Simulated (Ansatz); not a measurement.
Compare A (`[NH2][Ga]1[CH2]C[SiH2]1`) with its isomer B (`C[Si@H]1N[C@@H]1[GaH2]`).

Gas-phase electronic energies from Ansatz, PBE0-D4/def2-TZVP geometries. CCSD(T)/CBS is the MP2 limit (def2-TZVPP, def2-QZVPP) plus CCSD(T) − MP2 in def2-TZVPP, frozen cores. DFT in def2-TZVPP. B3LYP here is the variant with VWN-RPA as its local correlation; programs differ in this. For Ga outer-core shells are correlated without core-valence functions, which leaves a few kJ/mol of doubt a bond. Scalar relativity is left out up to krypton. One conformer a species, not always the lowest.

**Question.** Which is lower in electronic energy at CCSD(T)/CBS, and by how much? (An estimate is asked.)

**Answer.** Computed: A, by 27.9 kcal/mol.

**Question.** Give E(B) − E(A) in kcal/mol with B3LYP, B3LYP-D4, PBE0-D4, CCSD/def2-TZVPP, CCSD(T)/def2-TZVPP, PBE-D4, HF/def2-TZVPP. (Best estimate.)

**Answer.** The calculation gave: B3LYP 25.9, B3LYP-D4 25.9, PBE0-D4 27.6, CCSD/def2-TZVPP 27.6, CCSD(T)/def2-TZVPP 27.7, PBE-D4 27.2, HF/def2-TZVPP 24.8. None reverses the order clearly.

Largest T1 diagnostic: 0.013.

In def2-TZVPP, CCSD(T) changes the Hartree–Fock value by +2.9 kcal/mol (the triples alone add +0.1 kcal/mol) and MP2 by +2.7 kcal/mol.
